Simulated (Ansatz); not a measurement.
Basis-set series for BrH₃NSi (`N[SiH]Br`) radical. The species carries charge 0 and has multiplicity 2. The structure was optimised at the PBE0-D4/def2-TZVP level. It is one conformer, not always the lowest.

| functional | basis | functions | energy (Eh) | HOMO (eV) | LUMO (eV) |
| --- | --- | --- | --- | --- | --- |
| PBE0-D4 | def2-SVP | 79 | -2919.30306 | -5.64 | -2.17 |
| PBE0-D4 | def2-QZVPP | 306 | -2919.85651 | -5.82 | -2.30 |
| ωB97M-V | def2-SVP | 79 | -2919.58930 | -7.40 | -0.50 |
| ωB97M-V | def2-QZVPP | 306 | -2920.14127 | -7.61 | -0.75 |

Give the rows for def2-TZVPP. (Best estimate.)

Computed: 
| functional | basis | functions | energy (Eh) | HOMO (eV) | LUMO (eV) |
| --- | --- | --- | --- | --- | --- |
| PBE0-D4 | def2-TZVPP | 163 | -2919.79021 | -5.79 | -2.26 |
| ωB97M-V | def2-TZVPP | 163 | -2920.07759 | -7.57 | -0.66 |

HOMO and LUMO are taken over both spins. Scalar relativity is left out up to krypton.
